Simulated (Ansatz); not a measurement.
Born–Oppenheimer molecular dynamics of C2H10AlNSi (15 atoms, charge 0, multiplicity 1). It starts from a rough guess of a transition structure, not a stationary point.

Level of theory: Ansatz, UKS PBE/STO-3G.

| Property | Result |
| --- | --- |
| ensemble | NVE (velocity Verlet) |
| time step | 0.5 fs |
| steps asked | 150 |
| starting velocities drawn for | 600 K |
| seed | 72902 |

Frames 2.5 fs apart, positions in Å, forces in eV/Å.

Velocities at 15 fs (Å/ps):

```
Al 14.37 -10.07 6.02
Si -9.16 5.26 4.97
N 7.58 0.46 -13.74
C -11.42 2.83 4.05
H -18.09 1.00 79.67
C 6.41 3.38 -14.14
H -58.25 2.27 -2.96
H 3.28 -16.81 0.20
H -8.80 -2.04 -24.39
H -33.91 -0.03 -22.42
H -4.02 12.00 6.74
H -5.80 25.51 25.29
H -32.41 12.22 -33.86
H -12.10 0.08 1.92
H -4.93 8.25 -18.67
```

```xyz
15
Properties=species:S:1:pos:R:3:forces:R:3 time_fs=15 energy_less_start_eV=-0.994 T=1195
Al -0.377 0.074 0.655 1.52 -0.23 -1.24
Si 2.027 -0.506 0.648 -1.01 -1.58 1.51
N -0.213 0.017 -1.165 -11.18 3.27 2.23
C -0.849 0.089 -2.570 0.61 -0.85 -0.37
H 0.600 -0.262 -1.435 9.98 -3.37 -2.11
C -1.639 0.694 2.133 0.72 0.08 -0.14
H 2.749 0.510 -0.023 0.56 0.93 -0.52
H 2.649 -0.567 1.996 -0.15 0.04 -0.50
H 2.568 -1.774 -0.031 -0.95 1.17 0.63
H -0.757 -0.905 -3.155 -0.78 0.45 1.32
H -0.116 0.652 -3.227 -1.01 0.84 0.51
H -1.924 0.448 -2.629 1.10 -0.02 0.09
H -0.963 0.799 3.030 -0.53 -0.34 -0.47
H -2.486 0.013 2.432 0.79 0.25 -0.41
H -2.094 1.719 2.044 0.33 -0.65 -0.52
15
Properties=species:S:1:pos:R:3:forces:R:3 time_fs=17.5 energy_less_start_eV=-1.818 T=1675
Al -0.340 0.049 0.668 0.41 0.03 -1.78
Si 2.003 -0.495 0.662 -0.79 -1.92 1.18
N -0.216 0.025 -1.195 0.02 -0.62 1.84
C -0.875 0.094 -2.561 1.87 -0.66 -0.60
H 0.809 -0.348 -1.291 -1.67 0.49 -0.75
C -1.624 0.702 2.096 -1.62 -0.52 -2.04
H 2.626 0.550 -0.050 0.82 1.05 -0.45
H 2.653 -0.606 1.981 -0.02 0.19 -0.33
H 2.517 -1.740 -0.071 -0.86 1.14 0.69
H -0.863 -0.887 -3.169 -0.47 0.54 1.18
H -0.159 0.702 -3.196 -0.98 0.35 0.17
H -1.909 0.511 -2.562 0.35 0.05 0.17
H -1.037 0.823 2.959 1.49 0.06 2.09
H -2.485 0.026 2.419 1.09 0.45 -0.75
H -2.095 1.717 1.980 0.36 -0.64 -0.62
15
Properties=species:S:1:pos:R:3:forces:R:3 time_fs=20 energy_less_start_eV=-1.080 T=1244
Al -0.302 0.024 0.678 -0.57 0.28 -2.12
Si 1.978 -0.487 0.678 -0.35 0.79 0.23
N -0.225 0.032 -1.215 3.99 -2.02 3.44
C -0.892 0.096 -2.555 1.36 0.78 0.63
H 1.012 -0.436 -1.211 -5.32 1.80 -1.42
C -1.614 0.708 2.050 1.47 -0.39 -0.26
H 2.548 0.645 -0.097 0.23 -0.40 0.68
H 2.657 -0.634 1.949 0.30 0.21 0.23
H 2.418 -1.647 -0.073 -0.12 -0.32 -0.07
H -0.997 -0.843 -3.119 -0.06 -0.69 -0.04
H -0.255 0.774 -3.157 -0.09 0.08 -0.66
H -1.875 0.577 -2.486 -0.59 0.12 0.29
H -1.043 0.848 2.985 0.28 0.03 0.03
H -2.428 0.059 2.365 -0.46 -0.74 -0.33
H -2.076 1.682 1.880 -0.07 0.47 -0.62
15
Properties=species:S:1:pos:R:3:forces:R:3 time_fs=22.5 energy_less_start_eV=-1.379 T=1421
Al -0.265 -0.001 0.683 -1.66 0.68 -2.35
Si 1.951 -0.478 0.696 0.27 2.68 0.44
N -0.217 0.030 -1.221 3.48 -1.87 3.78
C -0.903 0.102 -2.545 -0.26 1.94 1.53
H 0.911 -0.421 -1.213 -4.23 1.49 -1.75
C -1.598 0.712 2.003 2.95 0.03 1.25
H 2.486 0.719 -0.107 -0.04 -1.23 1.16
H 2.678 -0.650 1.929 0.34 0.18 0.35
H 2.311 -1.572 -0.082 0.45 -1.63 -1.01
H -1.136 -0.834 -3.067 0.27 -0.63 -0.45
H -0.359 0.850 -3.155 0.45 -0.50 -0.91
H -1.867 0.647 -2.392 -0.14 -0.49 0.24
H -1.029 0.874 3.016 -0.88 -0.05 -1.91
H -2.394 0.051 2.292 -0.98 -1.00 -0.09
H -2.059 1.669 1.744 -0.02 0.40 -0.28
15
Properties=species:S:1:pos:R:3:forces:R:3 time_fs=25 energy_less_start_eV=-1.394 T=1430
Al -0.232 -0.024 0.682 -2.62 1.10 -2.40
Si 1.926 -0.465 0.714 1.64 0.76 0.26
N -0.199 0.022 -1.211 -9.39 3.46 3.52
C -0.915 0.117 -2.529 -1.91 1.72 1.56
H 0.620 -0.342 -1.318 9.46 -4.20 -2.31
C -1.569 0.716 1.961 0.08 -0.64 -0.12
H 2.424 0.727 -0.052 0.21 -0.77 0.69
H 2.716 -0.655 1.926 0.00 0.16 -0.08
H 2.226 -1.581 -0.141 0.19 -0.45 -0.25
H -1.256 -0.855 -3.036 0.91 0.90 0.26
H -0.439 0.893 -3.202 0.40 -1.25 -0.21
H -1.869 0.689 -2.287 0.27 -0.84 -0.19
H -1.060 0.898 2.948 -0.33 0.20 -0.69
H -2.406 -0.005 2.208 0.64 0.60 -0.45
H -2.041 1.674 1.594 0.45 -0.75 0.39
15
Properties=species:S:1:pos:R:3:forces:R:3 time_fs=27.5 energy_less_start_eV=-1.976 T=1767
Al -0.204 -0.045 0.676 -3.17 1.13 -2.04
Si 1.903 -0.449 0.732 2.55 -2.44 0.31
N -0.208 0.024 -1.187 1.57 -1.23 -0.31
C -0.936 0.141 -2.504 -2.57 1.12 1.30
H 0.705 -0.435 -1.545 -0.50 0.39 0.99
C -1.539 0.717 1.917 -1.75 -1.52 -3.16
H 2.377 0.694 0.040 0.88 0.79 -0.42
H 2.755 -0.651 1.920 -0.30 0.07 -0.33
H 2.153 -1.616 -0.213 0.05 1.00 0.94
H -1.325 -0.830 -2.993 1.01 0.91 0.39
H -0.495 0.867 -3.262 0.38 -1.08 0.46
H -1.860 0.685 -2.192 -0.39 -0.17 -0.51
H -1.105 0.937 2.849 0.90 0.68 2.03
H -2.387 -0.032 2.102 0.99 1.03 -0.21
H -2.000 1.640 1.464 0.34 -0.67 0.56
15
Properties=species:S:1:pos:R:3:forces:R:3 time_fs=30 energy_less_start_eV=-0.912 T=1144
Al -0.184 -0.063 0.666 -3.47 1.11 -1.58
Si 1.887 -0.438 0.752 3.23 -3.12 0.18
N -0.217 0.023 -1.163 5.04 -2.80 -3.33
C -0.970 0.170 -2.473 -1.45 0.77 1.92
H 0.853 -0.548 -1.735 -3.97 2.23 3.28
C -1.515 0.710 1.860 1.04 -0.59 -0.89
H 2.380 0.702 0.111 0.99 1.23 -0.79
H 2.778 -0.643 1.897 -0.28 -0.10 -0.06
H 2.085 -1.598 -0.234 0.25 1.13 1.13
H -1.337 -0.759 -2.930 0.23 -0.85 -0.16
H -0.527 0.781 -3.297 0.50 0.00 0.54
H -1.874 0.673 -2.126 -1.02 0.70 -0.52
H -1.111 1.009 2.841 -0.07 -0.08 -0.06
H -2.319 -0.006 1.985 -0.66 -0.40 0.45
H -1.941 1.574 1.363 -0.36 0.76 -0.11
15
Properties=species:S:1:pos:R:3:forces:R:3 time_fs=32.5 energy_less_start_eV=-1.278 T=1361
Al -0.171 -0.079 0.652 -3.46 1.15 -1.43
Si 1.877 -0.434 0.771 4.08 -0.37 -0.13
N -0.205 0.011 -1.152 4.07 -2.29 -3.74
C -1.011 0.203 -2.432 -1.23 0.21 2.11
H 0.775 -0.533 -1.737 -3.39 2.00 3.25
C -1.488 0.701 1.798 1.68 0.88 1.00
H 2.437 0.773 0.141 0.11 -0.35 -0.02
H 2.785 -0.641 1.871 -0.02 -0.32 0.44
H 2.033 -1.518 -0.194 0.63 -0.03 0.12
H -1.335 -0.734 -2.873 -0.36 -1.40 -0.16
H -0.530 0.694 -3.302 0.43 0.88 0.51
H -1.942 0.697 -2.092 -0.18 0.58 -0.70
H -1.118 1.076 2.834 -0.69 -0.89 -1.84
H -2.285 0.000 1.893 -1.29 -0.88 0.74
H -1.901 1.546 1.260 -0.39 0.83 -0.15
15
Properties=species:S:1:pos:R:3:forces:R:3 time_fs=35 energy_less_start_eV=-1.437 T=1445
Al -0.166 -0.092 0.635 -3.10 1.16 -1.64
Si 1.876 -0.430 0.791 4.50 2.05 0.56
N -0.179 -0.010 -1.155 -7.22 3.90 2.57
C -1.058 0.237 -2.381 -0.77 -1.84 0.64
H 0.535 -0.421 -1.571 7.11 -3.88 -3.14
C -1.454 0.696 1.740 -2.13 0.39 -0.43
H 2.502 0.827 0.167 -0.55 -1.35 0.44
H 2.791 -0.657 1.870 0.06 -0.41 0.62
H 2.018 -1.443 -0.148 0.92 -1.46 -1.27
H -1.351 -0.778 -2.822 -0.22 0.61 0.57
H -0.510 0.655 -3.273 -0.15 0.86 0.89
H -2.019 0.754 -2.099 0.79 0.12 -0.52
H -1.159 1.096 2.734 -0.03 -0.43 -0.31
H -2.315 -0.034 1.842 0.62 0.83 0.39
H -1.880 1.560 1.151 0.18 -0.53 0.61
15
Properties=species:S:1:pos:R:3:forces:R:3 time_fs=37.5 energy_less_start_eV=-1.976 T=1762
Al -0.168 -0.102 0.614 -2.15 0.68 -1.41
Si 1.884 -0.423 0.811 4.54 0.86 0.39
N -0.178 -0.016 -1.151 -2.03 1.13 0.35
C -1.108 0.262 -2.327 1.05 -2.97 -0.74
H 0.637 -0.497 -1.544 0.95 -0.51 -0.77
C -1.430 0.692 1.680 -4.03 -0.34 -1.86
H 2.537 0.807 0.218 -0.45 -0.96 0.29
H 2.798 -0.697 1.904 -0.24 -0.30 0.31
H 2.056 -1.443 -0.168 0.77 -0.72 -0.57
H -1.381 -0.792 -2.742 -0.37 1.43 0.42
H -0.499 0.666 -3.193 -0.63 0.56 0.72
H -2.056 0.821 -2.134 0.59 0.09 0.22
H -1.201 1.095 2.622 0.84 0.59 2.07
H -2.316 -0.027 1.815 1.01 1.06 0.05
H -1.853 1.548 1.075 0.15 -0.61 0.55
15
Properties=species:S:1:pos:R:3:forces:R:3 time_fs=40 energy_less_start_eV=-1.123 T=1269
Al -0.175 -0.112 0.590 -0.67 -0.10 -0.95
Si 1.902 -0.414 0.833 3.72 -2.23 0.04
N -0.192 -0.015 -1.142 3.42 -1.85 -1.64
C -1.153 0.272 -2.276 1.99 -1.54 -0.62
H 0.873 -0.647 -1.605 -4.85 2.80 1.45
C -1.424 0.688 1.613 -1.87 1.14 1.78
H 2.549 0.736 0.283 0.41 0.65 -0.35
H 2.791 -0.755 1.956 -0.52 -0.08 -0.08
H 2.138 -1.483 -0.218 0.29 0.73 0.86
H -1.435 -0.732 -2.641 -0.81 -0.05 -0.60
H -0.521 0.711 -3.075 -0.38 0.34 -0.35
H -2.058 0.893 -2.155 0.08 0.17 0.93
H -1.199 1.117 2.605 0.52 -0.20 -0.20
H -2.268 0.034 1.793 -0.83 -0.52 0.11
H -1.819 1.509 1.028 -0.51 0.75 -0.38
15
Properties=species:S:1:pos:R:3:forces:R:3 time_fs=42.5 energy_less_start_eV=-1.149 T=1287
Al -0.183 -0.121 0.564 0.57 -0.57 -0.28
Si 1.928 -0.409 0.854 2.54 -3.53 -0.11
N -0.191 -0.021 -1.140 3.16 -1.95 -1.79
C -1.189 0.276 -2.228 1.81 0.62 -0.09
H 0.839 -0.641 -1.586 -4.63 2.72 1.15
C -1.428 0.689 1.553 -1.12 2.21 3.51
H 2.585 0.700 0.328 0.94 1.55 -0.59
H 2.754 -0.818 2.005 -0.47 0.10 -0.13
H 2.238 -1.484 -0.223 -0.07 1.13 1.27
H -1.537 -0.676 -2.575 -0.98 -1.23 -1.25
H -0.566 0.775 -2.978 -0.06 -0.05 -1.20
H -2.053 0.974 -2.123 0.22 -0.25 1.33
H -1.165 1.130 2.583 0.12 -0.61 -1.65
H -2.264 0.070 1.778 -1.48 -1.01 0.18
H -1.813 1.507 0.962 -0.54 0.87 -0.36
```

Of the whole run (75 fs, mean temperature of the second half 1557 K): The conserved energy stayed within 2 meV per atom of its start (net change -1.8 meV per atom), so there is no drift, though single steps change it by up to 32 meV in the whole system, a sign of fast motions only just resolved. The kinetic energy rose, since the run started high on the potential surface and went downhill. A run of 0.075 ps of so small a system gives no equilibrium averages. The orbitals were unrestricted but ended closed-shell. Limits of this set-up: minimal basis.

Time of the run: 9.3 min on 1 thread of Arm Neoverse V2, with other jobs on the host, peak memory 0.13 GiB.
